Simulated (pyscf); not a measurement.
## H₃Si–SiH(SiH₃)–Ge(SiH₃)(SiH₃)–SiH₃ (SMILES [SiH3][SiH]([SiH3])[Ge]([SiH3])([SiH3])[SiH3]), singlet

Gas-phase minimum from PySCF at ωB97X-D3(BJ)/def2-SVP, one conformer. 

```
Ge
Si 1 2.3590
H 2 1.4924 1 109.93
H 2 1.4926 3 108.92 1 119.95
H 2 1.4926 3 108.93 4 118.65
Si 1 2.3607 2 111.75 3 -57.71
H 6 1.4923 1 110.15 2 65.91
H 6 1.4925 7 109.06 1 121.45
H 6 1.4927 7 108.85 8 118.62
Si 1 2.3621 2 109.35 3 63.57
H 10 1.4948 1 110.91 2 -43.00
Si 10 2.3289 11 111.04 1 118.49
H 12 1.4929 10 111.97 11 66.99
H 12 1.4930 13 108.97 10 122.15
H 12 1.4934 13 108.88 14 118.39
Si 10 2.3289 11 111.46 12 122.47
H 16 1.4927 10 111.82 11 -54.17
H 16 1.4929 17 109.18 10 -122.76
H 16 1.4938 17 108.71 18 -118.33
Si 1 2.3622 2 109.66 3 -179.48
H 20 1.4922 1 110.10 2 -170.21
H 20 1.4924 21 108.93 15 -108.69
H 20 1.4926 21 108.99 22 -118.62
```
Charge 0, spin multiplicity 1.

Properties at ωB97X-D3(BJ)/def2-SVP:

| Item | Result |
|---|---|
| Harmonic wavenumbers, unscaled | 27, 51, 61, 71, 76, 76, 80, 88, 90, 98, 105, 122, 139, 157, 303, 357, 390, 394, 434, 436, 473, 478, 499, 507, 535, 538, 550, 567, 570, 584, 687, 708, 876, 877, 884, 897, 927, 947, 949, 951, 952, 954, 955, 955, 957, 957, 960, 2221, 2238, 2240, 2240, 2241, 2246, 2247, 2248, 2248, 2250, 2251, 2251, 2253, 2254, 2254, 2255 cm⁻¹ |
| Zero-point energy | 86.0 kcal/mol |
| Rotational symmetry number | 1 |
| Entropy of this conformer at 298 K and 1 atm, rigid rotor and harmonic oscillator, modes under 100 cm⁻¹ raised to 100 | 567.3 J/(mol K) |
| Dipole moment | 0.22 D |

Single-point totals, which compare only within one level:

| level | total energy (hartree) |
|---|---|
| ωB97X-D3(BJ)/def2-TZVP | -3823.81358 |
| PBE/def2-TZVP | -3822.39591 |
| r²SCAN/def2-TZVP | -3823.47372 |
| B3LYP-D3(BJ)/def2-TZVP | -3823.88585 |
| PBE0-D3(BJ)/def2-TZVP | -3822.67256 |
| M06-2X/def2-TZVP | -3823.48535 |
| ωB97M-D3(BJ)/def2-TZVP | -3823.91050 |

The lowest mode is so soft that the shape along it may change with the basis. Soft torsions are taken as harmonic, which can shift the entropy by several J/(mol K). Elements up to Kr have no core potential and no relativistic terms here.
